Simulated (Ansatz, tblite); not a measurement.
Forces on Rb₈Cl₈ (started as a model of: 1x4x4 RbCl rock-salt block) at its PBE-D4/def2-SVP geometry. Charge 0, multiplicity 1.

In the def2 sets Rb takes a core potential; there is no spin–orbit coupling. The xTB rows come from tblite.

GFN2-xTB (tblite), largest force 0.29 eV/Å:

```xyz
16
positions Å, forces eV/Å
Rb    1.823    5.329   -3.222   -0.084   -0.156    0.064
Cl    2.163    2.398   -3.963    0.046   -0.002    0.081
Rb    3.520   -0.451   -3.577   -0.150   -0.116   -0.076
Cl    3.458   -3.452   -4.155   -0.056    0.137    0.250
Cl   -0.051    4.761   -0.890   -0.039    0.000    0.009
Rb    0.091    1.601   -1.587    0.100    0.019    0.109
Cl    1.889   -0.950   -0.846   -0.109    0.001    0.016
Rb    1.949   -4.102   -1.574    0.021    0.070   -0.074
Rb   -1.941    4.103    1.579   -0.016   -0.073    0.077
Cl   -1.929    0.957    0.822    0.108   -0.005   -0.019
Rb   -0.134   -1.600    1.554   -0.095   -0.016   -0.104
Cl    0.066   -4.766    0.899    0.038    0.003   -0.009
Cl   -3.414    3.445    4.178    0.046   -0.134   -0.255
Rb   -3.534    0.452    3.572    0.156    0.116    0.078
Cl   -2.175   -2.394    3.955   -0.045   -0.001   -0.081
Rb   -1.781   -5.329    3.255    0.079    0.155   -0.067
```

PBE-D4/def2-SVP (Ansatz), largest force 0.01 eV/Å:

```
Rb -0.004 -0.005 0.005
Cl 0.000 -0.005 -0.001
Rb 0.010 0.000 -0.007
Cl -0.003 0.003 0.001
Cl 0.003 0.003 -0.004
Rb 0.001 0.010 -0.003
Cl -0.003 -0.001 -0.001
Rb 0.002 0.001 -0.001
Rb -0.001 -0.003 0.003
Cl 0.000 -0.002 0.000
Rb 0.002 -0.007 0.004
Cl -0.004 -0.002 0.005
Cl 0.001 -0.002 0.000
Rb -0.007 0.004 0.005
Cl 0.000 0.003 -0.001
Rb 0.003 0.003 -0.004
```

PBE0-D4/def2-SVP (Ansatz), largest force 0.06 eV/Å:

```
Rb -0.020 -0.043 0.022
Cl -0.008 -0.008 0.036
Rb -0.018 -0.012 0.001
Cl -0.020 0.033 0.042
Cl 0.005 -0.027 -0.012
Rb 0.016 0.018 0.010
Cl -0.025 -0.006 -0.017
Rb 0.002 0.025 -0.002
Rb -0.001 -0.027 0.003
Cl 0.023 0.003 0.016
Rb -0.012 -0.014 -0.008
Cl -0.008 0.028 0.013
Cl 0.017 -0.031 -0.042
Rb 0.021 0.015 -0.002
Cl 0.009 0.005 -0.038
Rb 0.019 0.040 -0.021
```
